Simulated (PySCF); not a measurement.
Al(H)(OH)2 (AlH₃O₂), SMILES [AlH]([OH])[OH].

Coordinates come from a B3LYP-D3(BJ)/def2-TZVP optimisation. One conformer was computed; it need not be the lowest.

Computed with TDA-LC-ωPBE/def2-SVPD (PySCF).

Vertical excitations.  State labels are in the subgroup C2v.

```tsv
state	symmetry	energy (eV)	λ (nm)	f	main pairs
S1	A2	7.84	158	0.000	HOMO→LUMO 76 %, HOMO→LUMO+3 11 %
S2	B2	8.06	154	0.056	HOMO−1→LUMO 71 %
S3	B1	8.23	151	0.001	HOMO−2→LUMO+1 45 %, HOMO−3→LUMO 35 %, HOMO→LUMO+2 10 %
S4	A2	8.48	146	0.000	HOMO−1→LUMO+1 93 %
S5	B1	8.61	144	0.376	HOMO−2→LUMO+1 51 %, HOMO−3→LUMO 30 %, HOMO→LUMO+2 10 %
S6	A1	8.87	140	0.008	HOMO−4→LUMO 45 %, HOMO−1→LUMO+2 33 %, HOMO−4→LUMO+3 8 %
S7	B2	8.96	138	0.108	HOMO→LUMO+1 79 %
S8	A1	9.22	134	0.074	HOMO−2→LUMO 48 %, HOMO−3→LUMO+1 26 %, HOMO−2→LUMO+4 9 %
S9	A1	9.51	130	0.244	HOMO−3→LUMO+1 57 %, HOMO−2→LUMO 22 %
S10	B1	9.73	127	0.007	HOMO−4→LUMO+1 73 %
T1	B1	7.09	175	0	HOMO−2→LUMO+1 93 %
T2	A2	7.42	167	0	HOMO→LUMO 69 %, HOMO→LUMO+3 13 %
T3	B2	7.61	163	0	HOMO−1→LUMO 70 %, HOMO−1→LUMO+3 14 %
T4	B1	7.76	160	0	HOMO−3→LUMO 59 %, HOMO→LUMO+2 20 %, HOMO−3→LUMO+3 12 %
```
Triplets are in the Tamm–Dancoff approximation.
